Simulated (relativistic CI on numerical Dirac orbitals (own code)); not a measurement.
**Cu5+: from the plainest model towards the measured levels**

Calculated with a relativistic CI code on KLI orbitals (one set per configuration, finite nucleus), adding one ingredient at a time: step 1, Dirac-Coulomb, each configuration alone; step 2, with Breit and QED terms; step 3, with configuration mixing; step 4, with scaled Slater integrals (0.9); step 5, with a P86 correlation estimate; step 6, tied to the ionisation limit. P86 is a density functional for the correlation energy, evaluated here for each configuration and added to its levels. Step 6 is semi-empirical: configurations made of the next ion and one excited electron move by -5910 cm⁻¹, so that their limit matches the tabulated ionisation energy, and those with a non-penetrating f or g electron also take the P86 value of the least penetrating other one.

Configurations in the expansion (outside the closed core [Ne]): 3s²3p⁶3d⁶, 3s²3p⁶3d⁵4s, 3s²3p⁶3d⁵4p, 3s²3p⁵3d⁷, 3s²3p⁶3d⁵4d, 3s²3p⁶3d⁵5s, 3s²3p⁶3d⁵5p, 3s3p⁶3d⁷, 3s²3p⁶3d⁵4f, 3s²3p⁶3d⁵5d, 3s²3p⁶3d⁵5f, 3s²3p⁶3d⁴4s4p, 3s²3p⁶3d⁴4s², 3s²3p⁶3d³4s²4p, 3s²3p⁶3d³4s²4d, 3s²3p⁶3d³4s²5s, 3s²3p⁶3d³4s²5p.

Computed minus measured energy above the ground level, in cm⁻¹, for 18 of the 62 excited levels that pair in every step (one J of a term; a digit in brackets numbers repeated terms):

| Configuration | Term | J | Measured | Step 1 | Step 2 | Step 3 | Step 4 | Step 5 | Step 6 |
| --- | --- | --- | --- | --- | --- | --- | --- | --- | --- |
| 3s²3p⁶3d⁶ | 5D | 3 | 1196 | -12 | -26 | -32 | -27 | -27 | -27 |
| 3s²3p⁶3d⁶ | 3P(2) | 2 | 29285 | 6001 | 6153 | 3797 | 752 | 749 | 754 |
| 3s²3p⁶3d⁶ | 3H | 6 | 30418 | 2188 | 1965 | 2106 | -1053 | -1058 | -1054 |
| 3s²3p⁶3d⁶ | 3F(2) | 4 | 32756 | 4402 | 4419 | 3435 | 19 | 16 | 19 |
| 3s²3p⁶3d⁶ | 3G | 5 | 37378 | 3870 | 3712 | 3522 | -381 | -385 | -382 |
| 3s²3p⁶3d⁶ | 1I | 6 | 46406 | 2995 | 2724 | 3195 | -1588 | -1595 | -1590 |
| 3s²3p⁶3d⁶ | 3D | 2 | 46714 | 6483 | 6505 | 5648 | 623 | 622 | 623 |
| 3s²3p⁶3d⁶ | 1G(2) | 4 | 47612 | 4820 | 4675 | 4924 | -40 | -47 | -42 |
| 3s²3p⁶3d⁵4s | 7S | 3 | 250877 | -9028 | -8637 | -7997 | -3671 | 3826 | -2078 |
| 3s²3p⁶3d⁵4s | 5S | 2 | 265639 | -6605 | -6208 | -5929 | -3295 | 4203 | -1700 |
| 3s²3p⁶3d⁵4s | 5G | 6 | 299143 | -3959 | -3821 | -3390 | -4356 | 3142 | -2761 |
| 3s²3p⁶3d⁵4s | 3G | 5 | 308998 | -2358 | -2187 | -1998 | -4093 | 3406 | -2497 |
| 3s²3p⁶3d⁵4s | 3I | 5 | 322792 | -3359 | -3127 | -2723 | -6136 | 1362 | -4542 |
| 3s²3p⁶3d⁵4p | 7P° | 2 | 342225 | -10225 | -9899 | -9288 | -5041 | 3073 | -2830 |
| 3s²3p⁶3d⁵4p | 5P° | 3 | 355259 | -8137 | -7869 | -7678 | -4753 | 3362 | -2538 |
| 3s²3p⁶3d⁵4p | 5G° | 2 | 388192 | -5437 | -5070 | -4528 | -5319 | 2794 | -3109 |
| 3s²3p⁶3d⁵4p | 5H° | 3 | 390618 | -5808 | -5462 | -4933 | -5922 | 2193 | -3711 |
| 3s²3p⁶3d⁵4p | 5D° | 2 | 391986 | -1917 | -1556 | -1147 | -2613 | 5500 | -401 |

Mean absolute errors in cm⁻¹, over all paired levels and for the configurations:

| Configuration, levels | Step 1 | Step 2 | Step 3 | Step 4 | Step 5 | Step 6 |
| --- | --- | --- | --- | --- | --- | --- |
| all, 62 | 5860 | 5725 | 5085 | 2797 | 1863 | 1857 |
| 3s²3p⁶3d⁶, 32 | 6251 | 6226 | 5389 | 835 | 837 | 837 |
| 3s²3p⁶3d⁵4s, 13 | 4118 | 3842 | 3469 | 4574 | 2924 | 2980 |
| 3s²3p⁶3d⁵4p, 17 | 6457 | 6224 | 5748 | 5131 | 2983 | 2919 |

Measured levels: Sugar and Musgrove, J. Phys. Chem. Ref. Data 19, 527 (1990).

What does each ingredient do to the ground and the excited configurations, and where is the model closest to experiment?

Terms of the ground configuration are off by 6251 at first, 5389 with mixing and 835 after scaling, which stands in for the correlation that narrows term splittings. The Breit and QED terms change the top of the ground term (measured 2733) from 2744 to 2714. Mixing lowers the ground level by 647; relative to it the configurations that move most are 3s²3p⁶3d⁵4p by +476, 3s²3p⁶3d⁵4s by +373. The P86 estimate moves 3s²3p⁶3d⁵4p by +8114, 3s²3p⁶3d⁵4s by +7498, and takes the mean absolute error of the excited configurations from 4890 to 2957. Step 6 takes that error from 2957 to 2946. The mean absolute error is lowest at step 6 (1857 cm⁻¹), and the largest single drop is from step 3 to 4 (5085 to 2797).
